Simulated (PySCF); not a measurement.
Atom-mapped SMILES (the numbers label the heavy atoms): `[CH3:1][c:2]1[cH:3][p:4][c:5]([C:6]([F:7])([F:8])[F:9])[cH:10][n:11]1`. Hydrogens are named by the atom that carries them.

All values are calculated (PySCF 2.14.0 with density-fitted response routines): GIAO PBE0/pcSseg-1 shieldings, structure optimised with GFN2-xTB. No relativistic terms, rapidly exchanging positions averaged, a single conformation, isolated molecule.

δ = σ(ref) − σ, references computed at the same level: $^{13}$C vs TMS.

Task: Do the $^{13}$C shifts follow the atomic charges (in e)? Tabulate both.

Result: 
```tsv
atoms	hybridisation	δ (ppm)	σ para (ppm)	Hirshfeld	IAO	Mulliken	ESP-fitted
C2	sp2	168.4	-237	+0.09	+0.18	+0.01	+0.53
C10	sp2	158.0	-221	+0.03	+0.03	+0.27	+0.25
C5	sp2	157.3	-242	-0.11	-0.33	-0.71	-0.19
C3	sp2	155.1	-233	-0.11	-0.42	-0.38	-0.23
C6	sp3	135.3	-191	+0.25	+0.81	+0.92	+0.71
C1	sp3	30.5	-92	-0.12	-0.44	-0.17	-0.45
```

Correlation coefficients of δ with charge over these carbons: Hirshfeld +0.30, IAO +0.29, Mulliken +0.01, ESP-fitted +0.52; with the paramagnetic shielding -0.98. Among the 4 sp2 carbons alone: Hirshfeld +0.84, IAO +0.84, Mulliken +0.40, ESP-fitted +0.88. With so few points, grouped by hybridisation, these coefficients are fragile. Charge is one influence among several: hybridisation and low-lying excitations act through the paramagnetic term.

Shifts are as computed. Against solution values, carbons near 30 ppm lie about +3 ppm off and those near 130 ppm about +5 ppm. Of 1211 compounds with measured shifts, 218 miss one by over three times the rms of a fit or turn the order of signals round; such compounds aren't used in these exercises.
